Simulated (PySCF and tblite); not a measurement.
The numbers below are computed, except where a source is named.
**Conformer ensemble of C₆H₁₂Ge, numbered as in [GeH3:1][C@@H:2]1[C@H:3]2[CH2:4][CH2:5][CH2:6][C@@H:7]12**

Level: PBE0-D3(BJ)/def2-SVP (IEF-PCM, dichloromethane)//GFN2-xTB, thermal terms from GFN2-xTB, symmetry numbers and mirror pairs counted. Conformers within 3 kcal/mol (GFN2-xTB free energy) were kept, 5 at most. GIAO shieldings: mPW1PW91/pcSseg-1 (IEF-PCM, dichloromethane). Couplings: B3LYP/6-31G* with pcJ-1 on H (gas phase; spin-dipole term only for pairs with B, N, F, Si or P). Couplings are for ¹H. H–H couplings come out 0.1 to 0.9 Hz lower than with pcJ-1 on all atoms. Shifts are against TMS (¹H), TMS (¹³C) at the same level; of two unlike H on one atom, a is the less shielded. Run with PySCF (density fitting) and tblite.

The 5-ring runs over atoms 3–4–5–6–7.

| conformer | shape | symmetry | E(GFN2) kcal/mol | E(DFT) kcal/mol | G(298.15 K) kcal/mol | weight % | dipole D |
| --- | --- | --- | --- | --- | --- | --- | --- |
| 1 | 5-ring envelope (ring torsions 27, -27, 17, 0, -17°) | Cs | 0.00 | 0.00 | 0.00 | 99.8 | 1.25 |
| 2 | 5-ring envelope (ring torsions -28, 28, -17, 0, 17°) | Cs | 1.85 | 3.72 | 3.57 | 0.2 | 1.20 |

Weights (%) against temperature:

| T (K) | 1 | 2 | S(mix) cal/mol/K |
| --- | --- | --- | --- |
| 200 | 100.0 | 0.0 | 0.00 |
| 250 | 99.9 | 0.1 | 0.01 |
| 298.15 | 99.8 | 0.2 | 0.03 |
| 350 | 99.4 | 0.6 | 0.07 |
| 400 | 98.9 | 1.1 | 0.12 |

Averaged shifts at 298.15 K. ¹H: 3.34 (H1, 3H), 1.87 (H4a/H6a, 2H), 1.84 (H4b/H6b, 2H), 1.62 (H5a, 1H), 1.34 (H5b, 1H), 1.25 (H3/H7, 2H), -0.23 (H2, 1H) ppm. ¹³C: 32.1 (C4/C6), 26.3 (C3/C7), 23.8 (C5), 3.2 (C2) ppm.

Averaged couplings (Hz): ²J(H1,H1) 5.1, ³J(H1,H2) 1.6, ³J(H2,H3) 4.5, ³J(H3,H4b) 0.4, ³J(H3,H4a) 5.5, ³J(H3,H7) 6.9, ²J(H4b,H4a) -13.0, ³J(H4b,H5b) 9.4, ³J(H4b,H5a) 0.4, ³J(H4a,H5b) 10.9, ³J(H4a,H5a) 9.7, ²J(H5b,H5a) -14.1.

Coordinates of conformer 1 (Å):

```xyz
19

Ge    2.825    0.245   -0.008
C     0.890    0.416   -0.128
C     0.025   -0.425    0.771
C    -1.357    0.104    1.090
C    -1.947    0.503   -0.271
C    -1.251   -0.392   -1.306
C     0.089   -0.728   -0.689
H     3.399    1.112    1.068
H     3.200   -1.169    0.302
H     3.502    0.623   -1.287
H     0.530    1.413   -0.351
H     0.496   -1.067    1.504
H    -1.335    0.945    1.784
H    -1.948   -0.694    1.545
H    -1.733    1.552   -0.478
H    -3.029    0.381   -0.293
H    -1.155    0.106   -2.272
H    -1.817   -1.315   -1.457
H     0.608   -1.600   -1.065
```

Spin–orbit effects of the heavy atoms on shieldings are missing. Shifts are unscaled: against experiment ¹³C can be off by 15 ppm or more and ¹H by 0.8 ppm.

Search and properties took 3.4 min on 1 thread of Arm Neoverse V1, on a host shared with other jobs (rough), launched as `OMP_NUM_THREADS=1 python ens_run.py task.json out`.
